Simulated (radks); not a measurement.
Fractional charge and spin in the 6s shell of bismuth: the spin-up occupation runs from 0 to 1 and the spin-down occupation from 0 to 1; the fullest corner is Bi, [Xe] 4f14 5d10 6p(up 1.5, down 1.5) 6s(up 1, down 1). Calculated with a radial shooting solver on a logarithmic mesh with Libxc functionals: scalar-relativistic Kohn-Sham, r2SCAN, spin-polarised, spherical densities, finite nucleus; meta-GGA in the generalised Kohn-Sham scheme; Fermi nuclear charge, rms radius of each element as measured or else 0.836 A^(1/3) + 0.57 fm. Energy (eV) minus the two flat planes that join the four corners (they meet along the diagonal where the two added fractions sum to one electron); zero is where a piecewise linear energy would lie.

\begin{tabular}{lrrrrr}
down \ up & 0 & 0.25 & 0.5 & 0.75 & 1 \\ \hline
0 & 0.000 & -0.808 & -1.072 & -0.802 & 0.000 \\
0.25 & -0.808 & -0.969 & -0.593 & 0.307 & -0.739 \\
0.5 & -1.072 & -0.593 & 0.413 & -0.532 & -0.974 \\
0.75 & -0.802 & 0.307 & -0.532 & -0.871 & -0.722 \\
1 & 0.000 & -0.739 & -0.974 & -0.722 & 0.000 \\
\end{tabular}

Corners above the fullest one (they belong to Bi+ and the next ion): (up 1, down 0) 18.731 eV, (up 0, down 1) 18.731 eV, (up 0, down 0) 47.322 eV. With half an added electron in each spin the energy lies 0.413 eV from the planes, and with half an added electron in spin up alone -1.072 eV. The planes are only a guide here: the flat-plane condition holds for ground states with one frontier orbital, while this shell lies below other occupied shells, so the corners above the fullest one are inner-hole states and not the ground states of those ions.
